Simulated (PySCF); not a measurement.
A PySCF script (with the pyscf-properties extension) for the NMR shieldings of `C(P(C#CC)CP)(C)C`, C7H14P2, on a GFN2-xTB geometry:

```python
import basis_set_exchange as bse
import numpy as np
from pyscf import gto, dft
from pyscf.prop import nmr

atoms = """
C     3.527650   -1.297496   -0.422980
C     2.255202   -0.613143   -0.448468
C     1.182747   -0.063014   -0.419545
P    -0.335617    0.827944   -0.538491
C    -0.150717    1.780992    1.061041
P     1.101216    3.149417    0.934702
C    -1.456263   -0.554701    0.077477
C    -2.867366   -0.029255    0.316797
C    -1.466548   -1.665304   -0.968273
H     3.983162   -1.270166   -1.412787
H     4.195949   -0.812072    0.288334
H     3.389172   -2.336854   -0.124998
H    -1.107684    2.249236    1.314083
H     0.133576    1.118528    1.885740
H     2.088235    2.382792    0.314143
H     0.650235    3.633927   -0.293583
H    -1.041706   -0.944321    1.016304
H    -2.886324    0.710099    1.115175
H    -3.530194   -0.846933    0.597231
H    -3.258462    0.431056   -0.589445
H    -1.868395   -1.293860   -1.909900
H    -0.457318   -2.032501   -1.147598
H    -2.085302   -2.497385   -0.634879
"""
names = dict.fromkeys(["C", "P", "H"], "pcSseg-1")
basis = {el: gto.basis.parse(bse.get_basis(n, elements=[el], fmt="nwchem")) for el, n in names.items()}
mol = gto.M(atom=atoms, basis=basis, charge=0, verbose=0)
mf = dft.RKS(mol, xc="PBE0")
mf.grids.level = 2
mf.grids.alignment = dft.numint.BLKSIZE   # the property module wants whole blocks of grid points
mf.conv_tol = 1e-9
mf.kernel()

calc = nmr.RKS(mf)   # GIAO
C = mf.mo_coeff
Co = C[:, mf.mo_occ > 0]
resp = mf.gen_response(singlet=True, hermi=2)
def vind(x):   # induced exchange potential for any number of trial vectors
    d = np.einsum("pi,xij,qj->xpq", C, 2 * x.reshape(-1, C.shape[1], Co.shape[1]), Co, optimize=True)
    return np.einsum("xpq,pi,qj->xij", resp(d - d.transpose(0, 2, 1)), C, Co, optimize=True).ravel()
mo1, _ = nmr.rhf.solve_mo1(calc, with_cphf=vind)
sigma = calc.kernel(mo1)
for i, s in enumerate(sigma):   # ppm
    w = np.linalg.eigvalsh((s + s.T) / 2)
    print("%2d %-2s iso %8.1f  s11 %8.1f  s22 %8.1f  s33 %8.1f" % (i, mol.atom_pure_symbol(i), w.mean(), *w))
```

Q: What does it print?

A: 
```
 0 C  iso    180.9  s11    172.4  s22    173.0  s33    197.2
 1 C  iso     76.3  s11    -18.9  s22      1.3  s33    246.4
 2 C  iso     99.3  s11      7.2  s22     15.7  s33    274.9
 3 P  iso    359.4  s11    305.8  s22    372.4  s33    400.1
 4 C  iso    169.2  s11    156.8  s22    167.6  s33    183.2
 5 P  iso    495.4  s11    425.7  s22    470.6  s33    589.8
 6 C  iso    146.8  s11    133.6  s22    143.6  s33    163.2
 7 C  iso    166.1  s11    154.9  s22    156.9  s33    186.5
 8 C  iso    163.8  s11    148.6  s22    156.7  s33    186.1
 9 H  iso     29.5  s11     24.2  s22     27.7  s33     36.6
10 H  iso     29.5  s11     24.1  s22     28.3  s33     36.3
11 H  iso     29.6  s11     24.1  s22     28.1  s33     36.5
12 H  iso     30.4  s11     23.5  s22     30.9  s33     36.7
13 H  iso     30.4  s11     25.7  s22     29.9  s33     35.5
14 H  iso     28.5  s11     22.4  s22     29.5  s33     33.5
15 H  iso     29.1  s11     24.5  s22     27.7  s33     35.1
16 H  iso     29.9  s11     27.6  s22     29.1  s33     33.1
17 H  iso     30.4  s11     24.4  s22     30.6  s33     36.3
18 H  iso     30.5  s11     25.9  s22     27.7  s33     37.9
19 H  iso     30.9  s11     27.3  s22     28.8  s33     36.7
20 H  iso     30.9  s11     27.6  s22     28.5  s33     36.5
21 H  iso     29.9  s11     23.7  s22     30.7  s33     35.3
22 H  iso     30.5  s11     26.1  s22     27.6  s33     38.0
```

These numbers come from an equivalent density-fitted implementation of the same equations, which agrees with the script to about 0.01 ppm for H and up to a few tenths of a ppm for heavy atoms, so last digits may differ.

Size and cost of the density-fitted run: 237 basis functions, 39 s wall time on 1 thread of an Intel Xeon 6975P-C, shared host; peak memory 1.1 GiB.
